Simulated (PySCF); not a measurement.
Excitations are Tamm–Dancoff values on a coarser integration grid. The basis has no diffuse functions, so Rydberg states are missing or too high.

Species: CHF₃S, SMILES `FC(F)(F)S` (charge 0, multiplicity 1).

**Question.** Estimate the HOMO, S1–T1 gap (TDA) and HOMO–LUMO gap that ωB97X-D3(BJ)/def2-TZVP // B3LYP-D3(BJ)/def2-TZVP run with PySCF returns for this input.

**Answer.** 
```
Item                 Value
---------------  ---------
HOMO             -10.76 eV
S1–T1 gap (TDA)    0.57 eV
HOMO–LUMO gap     12.55 eV
```
